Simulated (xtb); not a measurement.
CH₃F₃OSi, SMILES F[Si](F)(CO)F. All values are semi-empirical tight-binding results from xtb (GFN2-xTB unless named), good for trends rather than for accurate numbers. Geometry: GFN2-xTB. One conformer was computed; it need not be the lowest.

Optimised geometry:

Bonded distances (Å): O1–C2 1.420, O1–H7 0.963, C2–Si3 1.890, C2–H8 1.099, C2–H9 1.093, Si3–F4 1.582, Si3–F5 1.586, Si3–F6 1.589. Angles (°): C2–O1–H7 109.6, O1–C2–Si3 112.4, O1–C2–H8 110.0, O1–C2–H9 104.9, Si3–C2–H8 111.4, Si3–C2–H9 111.3, H8–C2–H9 106.5, C2–Si3–F4 116.1, C2–Si3–F5 114.0, C2–Si3–F6 110.5, F4–Si3–F5 105.4, F4–Si3–F6 104.3, F5–Si3–F6 105.5.
Charge 0, spin multiplicity 1.

```json
{
 "orbital_gap": "6.78 eV",
 "dipole_moment": "1.99 D",
 "zero_point_energy": "30.8 kcal/mol",
 "G − E(el) at 298.15 K (modified RRHO)": "10.4 kcal/mol",
 "static polarisability (D4 model)": "58.6 bohr³",
 "solvation energy, GFN2-xTB/ALPB(water)": "-2.6 kcal/mol",
 "solvation energy, GFN2-xTB/ALPB(octanol)": "-3.0 kcal/mol"
}
```

Computed atomic charges and the Wiberg bond orders between heavy atoms:
charges (e) O1 -0.44, C2 -0.01, Si3 0.70, F4 -0.21, F5 -0.23, F6 -0.23, H7 0.29, H8 0.05, H9 0.07. Bond orders O1–C2 1.01, C2–Si3 0.88, Si3–F4 1.13, Si3–F5 1.11, Si3–F6 1.11.
